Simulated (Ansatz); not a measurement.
Basis-set extrapolation for `N[SiH2][S][AlH2]` (PBE0-D4/def2-TZVP geometry, frozen core, the Gaussian-basis code of Ansatz). Multiplicity 1, RHF reference.

```csv
,def2-TZVPP,def2-QZVPP
HF,-986.477120,-986.507469
MP2 correlation,-0.596790,-0.644460
CCSD(T) correlation,-0.674726,not run
```

Energies in hartree. Use E(X) = E(∞) + A·exp(−7.88·√X) for Hartree–Fock and E(X) = E(∞) + B·X^(−2.97) for correlation, with X = 3 and 4, and add CCSD(T) minus MP2 of the smaller set to the MP2 limit.

Problem. What is the CCSD(T) energy at the basis-set limit?

Solution. HF limit: -986.507469 + (-0.030349) × 0.13774 = -986.51165. MP2 limit: -0.644460 + (-0.047670) × 0.74074 = -0.67977. Higher-order term: -0.674726 − (-0.596790) = -0.07794. Total: -987.26936 hartree, 308.5 kJ/mol below CCSD(T)/def2-TZVPP.
